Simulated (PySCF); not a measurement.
Compound: PbMe4, C4H12Pb.
Structure used (PBE0-D3(BJ)/def2-SVP), in Å, numbered top down from 1:
```
atom  x, y, z in Å
Pb1   -0.001    0.001   -0.001
C2    -0.001   -0.015    2.241
H3    -1.033    0.065    2.608
H4     0.586    0.836    2.613
H5     0.444   -0.952    2.601
C6     2.112    0.003   -0.748
H7     2.116   -0.113   -1.840
H8     2.663   -0.829   -0.290
H9     2.596    0.953   -0.480
C10   -1.057    1.839   -0.734
H11   -0.937    1.923   -1.822
H12   -0.627    2.725   -0.249
H13   -2.126    1.769   -0.488
C14   -1.055   -1.827   -0.760
H15   -2.044   -1.903   -0.287
H16   -0.463   -2.719   -0.515
H17   -1.176   -1.756   -1.850
```

Method used: PBE0-D3(BJ)/def2-SVP geometry optimisation, gas phase, def2 core potentials past Kr (PySCF 2.14.0).

Q: Which atoms are bound to Pb1, and at what distances?

A: 4 atoms: C6 2.241 Å, C2 2.242 Å, C14 2.242 Å, C10 2.242 Å. The nearest atom not counted as bound is H8, at 2.81 Å (others tie with it).

Q: List the angles at Pb1.

A: 
| angle | degrees | distance of the outer atoms (Å) |
| --- | --- | --- |
| C10–Pb1–C14 | 109.6 | 3.67 |
| C6–Pb1–C10 | 109.5 | 3.66 |
| C2–Pb1–C6 | 109.4 | 3.66 |
| C2–Pb1–C14 | 109.4 | 3.66 |
| C2–Pb1–C10 | 109.4 | 3.66 |
| C6–Pb1–C14 | 109.4 | 3.66 |

Q: What is the shape at Pb1?

A: Tetrahedral: angles from 109.4° to 109.6°; τ4 = (360° − α − β)/141° = 1.00 with α and β the two widest (0 for a square, 1 for a tetrahedron).

Q: What are the other bond lengths?

A: C2–H3 and 11 like bonds 1.099 Å.

Point group: near Td, missed by 0.29 Å at most; the miss may be what the optimiser left on a soft mode (T holds within 0.08 Å). Charge 0, singlet. PBE0-D3(BJ)/def2-SVP frequencies: not computed here.

On an Arm Neoverse V1 with one thread, no GPU, on a shared host, this took 57 s wall and 0.56 GiB of memory at its peak. That covers the optimisation of the geometry.
